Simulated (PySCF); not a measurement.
Molecule: SMILES BCBF, CH5B2F.

Molfile (atoms numbered from 1):
```
CH5B2F
     RDKit          3D

  9  8  0  0  0  0  0  0  0  0999 V2000
   -1.2618    0.1348   -0.2906 B   0  0  0  0  0  0  0  0  0  0  0  0
    0.0388   -0.6436    0.0466 C   0  0  0  0  0  0  0  0  0  0  0  0
    1.1902    0.3984    0.2141 B   0  0  0  0  0  0  0  0  0  0  0  0
    2.1516    0.4692   -0.6944 F   0  0  0  0  0  0  0  0  0  0  0  0
   -1.7744    0.0588   -1.3833 H   0  0  0  0  0  0  0  0  0  0  0  0
   -1.7651    0.8631    0.5349 H   0  0  0  0  0  0  0  0  0  0  0  0
   -0.0865   -1.0423    1.0726 H   0  0  0  0  0  0  0  0  0  0  0  0
    0.3055   -1.4290   -0.6737 H   0  0  0  0  0  0  0  0  0  0  0  0
    1.2603    1.1737    1.1418 H   0  0  0  0  0  0  0  0  0  0  0  0
  1  2  1  0
  2  3  1  0
  3  4  1  0
  1  5  1  0
  1  6  1  0
  2  7  1  0
  2  8  1  0
  3  9  1  0
M  END
```

Spin–spin couplings on one PBE0-D3(BJ)/def2-SVP geometry, PySCF, gas phase, non-relativistic, equivalent pairs averaged; isotopes 11B, 1H, 13C, 19F; basis pcJ-1.

Q: How do the couplings (Hz) change with the functional? Times are CPU seconds on shared hosts with different chips, so compare them loosely.

A: 
| functional | functions | 1J(B3,H9) | 1J(B1,H5) | 1J(C2,H7) | 1J(C2,B3) | 1J(B1,C2) | 1J(B3,F4) | 2J(F4,H9) | core-s |
| --- | --- | --- | --- | --- | --- | --- | --- | --- | --- |
| HF | 158 | 175.2 | 150.3 | 146.9 | 62.9 | 59.4 | -51.4 | 73.4 | 9.1 |
| LDA | 158 | 132.8 | 107.7 | 101.6 | 29.7 | 26.9 | -230.0 | 54.8 | 7 |
| PBE | 158 | 157.0 | 129.9 | 119.4 | 38.3 | 36.0 | -224.2 | 63.0 | 13 |
| KT2 | 158 | 165.9 | 134.7 | 125.4 | 29.8 | 27.5 | -249.3 | 68.2 | 13 |
| PBE0 | 158 | 157.4 | 131.1 | 121.4 | 41.9 | 39.2 | -184.9 | 64.0 | 16 |
| B97-2 | 158 | 159.1 | 134.2 | 115.6 | 44.2 | 42.1 | -175.7 | 59.8 | 16 |
| BHandHLYP | 158 | 171.7 | 144.9 | 136.4 | 50.9 | 47.7 | -138.8 | 74.5 | 17 |
| CAM-B3LYP | 158 | 162.9 | 135.5 | 126.3 | 44.0 | 40.8 | -178.4 | 69.4 | 21 |
